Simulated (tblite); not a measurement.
Compound: C7H13Al.
Geometry (GFN2-xTB, Å), atoms numbered from 1 in this order:
```xyz
21
C7H13Al angstrom
C     -1.6765    0.9666    1.0322
C     -1.5662    0.0659    0.0640
C     -2.7273   -0.3406   -0.7912
C     -0.2485   -0.5934   -0.2100
C      0.7502    0.3496   -0.9279
C      2.1960   -0.1071   -0.6694
C      2.5329   -0.0189    0.8367
Al     0.7745   -0.6812    1.5237
H     -2.5832    1.5058    1.2446
H     -0.8086    1.2151    1.6445
H     -2.4999   -0.1567   -1.8409
H     -2.9162   -1.4073   -0.6740
H     -3.6290    0.2054   -0.5255
H     -0.4121   -1.4611   -0.8594
H      0.5587    0.3884   -2.0041
H      0.6355    1.3635   -0.5325
H      2.2948   -1.1435   -1.0062
H      2.8816    0.5009   -1.2659
H      3.4559   -0.5689    1.0459
H      2.7516    1.0287    1.0866
H      0.2269   -1.0945    2.9008
```

Computed values, GFN2-xTB/tblite, gas phase, harmonic and unscaled. Against measured fundamentals such values can be off by several per cent, at times by over 20. Modes of hydrogen on aluminium can be 10 to 20 % off. One conformer, not necessarily the lowest.

Harmonic wavenumbers (cm⁻¹): 44.6, 69.0, 117.3, 151.2, 196.3, 248.8, 270.8, 355.5, 359.5, 422.8, 450.6, 491.8, 521.1, 555.8, 622.2, 650.2, 690.2, 836.7, 845.4, 865.0, 905.9, 931.7, 957.0, 997.1, 1020.1, 1022.8, 1037.7, 1076.0, 1116.0, 1138.0, 1202.4, 1234.6, 1240.6, 1302.7, 1321.9, 1325.0, 1383.8, 1399.0, 1457.4, 1479.0, 1482.2, 1484.1, 1490.2, 1696.4, 1825.2, 2877.0, 2904.3, 2921.1, 2927.6, 2929.9, 2934.0, 2943.3, 2952.7, 3001.6, 3014.2, 3039.6, 3117.6.

A = 3099, B = 1180, C = 995.9 MHz; mass 124.083 u (most abundant isotopes); point group C1, symmetry number 1.

Question: Zero-point energy?

Answer: ½Σν̃ = 37927 cm⁻¹ = 453.71 kJ/mol.

Question: Give the ideal-gas entropy at 298.15 K and 1 bar in the rigid-rotor, harmonic-oscillator model (classical rotation).

Answer: Translation 168.98, rotation 120.79, vibration 121.74: S = 411.5 J/(mol K).

Question: And Cp and H(298.15 K) − H(0)?

Answer: Cp = 168.79 J/(mol K), of which vibrations give 135.54 (their classical limit is 57 R = 473.9); H(298.15 K) − H(0) = 29.48 kJ/mol without the zero-point energy, 19.56 from vibrations.

Question: Blend soft modes into free rotors: weight 1/[1 + (100 cm⁻¹/ν̃)⁴] for the oscillator and the rest for a rotor with moment μB/(μ + B), μ = h/(8π²ν), B = 10⁻⁴⁴ kg m². What vibrational entropy results?

Answer: 112.20 J/(mol K) in place of 121.74, which changes −T·S at 298.15 K by +2.84 kJ/mol.

Question: Which modes carry the vibrational entropy at 298.15 K?

Answer: 44.6 cm⁻¹: 21.10; 69.0 cm⁻¹: 17.50; 117.3 cm⁻¹: 13.16; 151.2 cm⁻¹: 11.12; 196.3 cm⁻¹: 9.07; 248.8 cm⁻¹: 7.28 J/(mol K); the other 51 give 42.52 together.

Question: What must be added to the electronic energy to get the Gibbs energy at 298.15 K and 1 bar?

Answer: ZPE + [H(298.15 K) − H(0)] − T·S = 453.71 + 29.48 − 122.69 = 360.50 kJ/mol.

Hindered rotation and anharmonicity are outside this model. Other conformers, if any are populated, would add a mixing term that is left out. The structure is chiral; the term R ln 2 for an equal mix with its mirror image is left out.

On one thread of an Arm Neoverse N1, no GPU, shared host with 64 logical CPUs at a one-minute load of 58, this took 1.5 s. This covers the Hessian and the dipole derivatives.
